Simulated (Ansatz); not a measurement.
Spin states of CrH2O2 (SMILES [OH][Cr][OH]), each relaxed at B3LYP-D3(BJ)/def2-TZVP; lowest solutions found, singlets restricted, no spin–orbit coupling, no relativity up to Kr.
Multiplicity 5 (charge 0, multiplicity 5):
| atom | x (Å) | y (Å) | z (Å) |
|---|---|---|---|
| Cr | 0.3332 | -0.2329 | 0.3518 |
| O | 1.3538 | -0.0653 | -1.1328 |
| H | 1.5436 | 0.7173 | -1.6562 |
| O | -1.2977 | -0.5121 | 1.0839 |
| H | -1.9867 | 0.1227 | 1.2961 |
Multiplicity 1 (charge 0, multiplicity 1):
```xyz
5

Cr     0.19555    -0.47684     0.13766
O      1.33592     0.07276    -1.03869
H      1.66605     0.70869    -1.67549
O     -1.22926    -0.36052     1.10861
H     -2.02204     0.08575     1.41070
```

Run with Ansatz (Gaussian orbitals). 

The energy of multiplicity 1 less that of multiplicity 5 (kcal/mol) and the share of exact exchange:

| functional | exact exchange (%) | value |
|---|---|---|
| PBE/def2-TZVPP | 0 | 51.18 |
| PBE0/def2-TZVPP | 25 | 63.35 |
| BLYP/def2-TZVPP | 0 | 42.30 |
| B3LYP/def2-TZVPP | 20 | 51.51 |
| BHLYP/def2-TZVPP | 50 | 63.13 |
| r2SCAN/def2-TZVPP | 0 | 62.41 |
| r2SCANh/def2-TZVPP | 10 | 66.27 |

Problem. Take the value as linear in the share of exact exchange along PBE and PBE0. Give the slope, say whether the sign turns, and set the other functionals against that line.

Solution. 
Slope: (63.35 − (51.18))/2.5 = 4.87 kcal/mol for each 10 %. The line keeps its sign from 0 to 100 %. At 50 % it gives 75.5 kcal/mol. The LYP pair gives (63.13 − (42.30))/5 = 4.17 for each 10 %. BHLYP, at 50 %, lies -12.4 from the PBE line. B3LYP, at 20 %, lies -9.4 from the PBE line. r2SCAN, with none, stands 11.2 from PBE. The r2SCAN pair gives 3.86 for 10 %.

Ansatz is a first-principles code.
